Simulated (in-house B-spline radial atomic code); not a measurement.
Settings and results of a run for Li+ (an excited or competing configuration). Computed with an all-electron radial atomic-structure program (B-spline basis): Dirac-Hartree-Fock, average of configuration, Fermi nucleus of rms radius 2.444 fm.

Command:
```bash
python run_scf.py task.json out
```
Settings (nuclear radius in fm, mass in u):
```
Z                3
configuration    1s1 5f1
hamiltonian      dirac
method           hf
spin_polarised   False
nucleus          fermi
rms_radius       2.444
atomic_mass      7.016
speed_of_light   137.035999084
```

Output (hartree, bohr):
```
 radial grid: 93 intervals, B-splines of order 8, outer radius 102 bohr

 iter        energy (Eh)    residual
    1         -4.2865142    6.39e-02
    2         -4.5805399    1.39e-06
    3         -4.5805399    6.93e-07
    4         -4.5805399    3.46e-07

 total energy                       -4.580540
 kinetic                              4.58162
 electron-nucleus                    -9.24216
 electron-electron                    0.08000

 first-order corrections (not in the total)
   Gaunt                            0.00000
   retardation                     -0.00000
   frequency dependence             0.00000
   self-energy                      0.00008
   Uehling                         -0.00000
   Wichmann-Kroll                   0.00000
   recoil                           0.00036

 orbital      occ     eigenvalue          <r>       <r^2>       <1/r>     <1/r^2>       <r^4>       r_max    small
 1s1/2      1.000       -4.42054      0.49992    0.333241     3.00072     18.0129    0.277653      0.3332  1.20e-04
 5f5/2      0.429       -0.08000      15.7496     281.237   0.0800035  0.00914406      110206        16.4  2.13e-06
 5f7/2      0.571       -0.08000      15.7497      281.24   0.0800029  0.00914388      110208        16.4  2.13e-06
```

Time taken, with all properties: 1.1 s on 1 thread of Intel(R) Xeon(R) 6975P-C, with other jobs on the host.

For the Dirac Hamiltonian the kinetic term is c α·p + (β - 1)c².
